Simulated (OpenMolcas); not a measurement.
Levels of La I by method

```
Program             : OpenMolcas
Basis               : ANO-RCC-VTZP [8s7p5d3f2g1h]
Scalar Hamiltonian  : DKH2, point nucleus
Active space        : 3 electrons in 6 orbitals (5d 6s)
State averaging     : 2S+1 = 2 even, 65 roots; 2S+1 = 4 even, 20 roots kept (CI in the orbitals of an earlier block)
Spin-orbit coupling : RASSI with atomic mean-field integrals over the reference wave functions, term energies averaged over their components
```

Methods on the same reference wave functions:
A. CASSCF
B. SS-CASPT2, IPEA 0.25 Eh, imaginary shift 0.1 Eh (closed shells correlated: 5s 5p)
C. MS-CASPT2, IPEA 0.25 Eh, imaginary shift 0.1 Eh (closed shells correlated: 5s 5p)
D. XMS-CASPT2, IPEA 0.25 Eh, imaginary shift 0.1 Eh (closed shells correlated: 5s 5p)

Energies in eV above 5d 6s2 2D 3/2, the measured ground level; measured values from NIST Handbook of Basic Atomic Spectroscopic Data.

| Level | A | B | C | D | Measured |
| --- | --- | --- | --- | --- | --- |
| 5d 6s2 2D 3/2 [51 %] | 0.0000 | 0.0000 | 0.0000 | 0.0000 | 0.0000 |
| 5d2 6s 4F 5/2 | 0.0683 | 0.261 | 0.349 | 0.565 | 0.3732 |
| 5d2 6s 4F 3/2 [51 %] | 0.0808 | 0.2200 | 0.307 | 0.522 | 0.3308 |
| 5d2 6s 4F 7/2 | 0.1426 | 0.315 | 0.408 | 0.626 | 0.4333 |
| 5d 6s2 2D 5/2 | 0.1434 | 0.0897 | 0.1126 | 0.1123 | 0.1306 |
| 5d2 6s 4F 9/2 | 0.2181 | 0.392 | 0.485 | 0.702 | 0.5110 |
| 5d2 6s 4P 1/2 | 0.8118 | 0.886 | 0.974 | 1.178 | 0.8966 |
| 5d2 6s 4P 3/2 [70 %] | 0.8409 | 0.923 | 1.012 | 1.223 |  |
| 5d2 6s 2P 1/2 | 1.0556 | 0.958 | 1.014 | 1.335 | 1.1213 |
| 5d2 6s 2F 5/2 | 1.0728 | 0.723 | 0.783 | 1.062 | 0.8694 |
| 5d2 6s 2F 7/2 | 1.1696 | 0.830 | 0.898 | 1.185 | 0.9983 |
| 5d2 6s 2G 9/2 | 1.2628 | 1.117 | 1.181 | 1.423 | 1.2299 |
| 5d2 6s 2G 7/2 | 1.2633 | 1.108 | 1.180 | 1.421 | 1.2350 |
| 5d3 4F 3/2 [69 %] | 1.3328 | 1.363 | 1.456 | 1.742 | 1.5412 |
| 5d3 4F 5/2 [58 %] | 1.3791 | 1.412 | 1.504 | 1.790 | 1.5854 |
| 5d3 4F 7/2 | 1.4523 | 1.473 | 1.565 | 1.851 | 1.6413 |
| 5d3 4F 9/2 | 1.5260 | 1.542 | 1.633 | 1.919 | 1.7044 |
| 5d3 4P 1/2 [69 %] | 2.1239 | 1.963 | 2.053 | 2.315 | 2.0603 |
| 5d3 4P 3/2 | 2.1483 | 1.970 | 2.059 | 2.334 | 2.0749 |
| 5d3 4P 5/2 | 2.1899 | 2.025 | 2.119 | 2.386 | 2.1201 |
| 5d3 2G 7/2 | 2.3787 | 1.918 | 2.035 | 2.347 | 2.1106 |
| 5d3 2H 11/2 | 2.4579 | 2.109 | 2.203 | 2.465 |  |
| 5d3 2D 3/2 | 2.7072 | 2.080 | 2.185 | 2.501 |  |
| 5d3 2D 5/2 | 2.7755 | 2.159 | 2.267 | 2.581 |  |

Deviations, from unrounded energies. A percentage is the sum of absolute deviations over the sum of measured energies, with the sign that they share, or ± where signs differ.

```
                  Against measurement  Levels      A      B      C      D
       mean absolute deviation (cm-1)      19   1300   1000    430   1600
fine structure of the ground term (%)       1   +9.8  -31.3  -13.8  -14.0
             other configurations (%)      18  ±13.1  -10.3   ±4.3  +16.9
```

C lies closest to measurement on these levels and D furthest from it. The largest miss of C in the table is 5d2 6s 2P 1/2, by -870 cm-1. The ranking rests on the paired levels alone, and a cruder setting can come out closer through cancelling errors.

Among B to D the level of the table that moves most is 5d3 2G 7/2, by 3500 cm-1 (lowest in B, highest in D). Moves below CASPT2's spread within the term are not significant.

The mean deviations of B to D differ by less than CASPT2's widest spread within a term (1400 cm-1), so their order carries little weight.

The lowest spin-free term lies below A's lowest term by 0.263 hartree in B, 0.266 hartree in C, 0.280 hartree in D.

Term energies are means over components that CASPT2 splits; among the terms shown or strongly mixed into the levels shown the widest spread is 1400 cm-1 (5d2 6s 2F, D). Over all roots computed the reference weight is 0.84 to 0.91 in B, 0.84 to 0.91 in C, 0.82 to 0.91 in D; the roots of lowest weight are the least certain, and an intruder state may touch them. Terms from blocks run as CI alone lack orbitals of their own. Configurations are named by rounded mean occupations; where the s occupation lies near a half they are strongly mixed, a name can repeat and a true partner stay unpaired. A single d shell beside an s shell can misplace configurations of different d count against each other. The CASPT2 spread within a term exceeds the gap to the next term for 5d2 6s 2S and 5d3 2G, 5d3 2H and 5d3 2D, so the order of their levels is uncertain (figures for B; the like holds for C, D). Without dynamic correlation excited terms often stand tens of per cent too high (terms of higher spin than the ground term too low), and those without a measured partner can miss by more than the paired ones (holds for A). Some levels mix across a computed gap that differs much from the measured one, so their mixing is not that of the real levels (holds for B; C). Measured partners are found by configuration, term and J. A level has none where our copy of the source lacks it or the pairing is in doubt (some pairs that miss far off the trend of their configuration count as doubtful), and it then counts in no deviation. Levels of configurations outside the active space are missing. The table leaves out levels that lie high or whose names do not pair safely across all columns.

A share in square brackets marks a mixed level and gives the weight of the term that names it, the lowest over the columns.
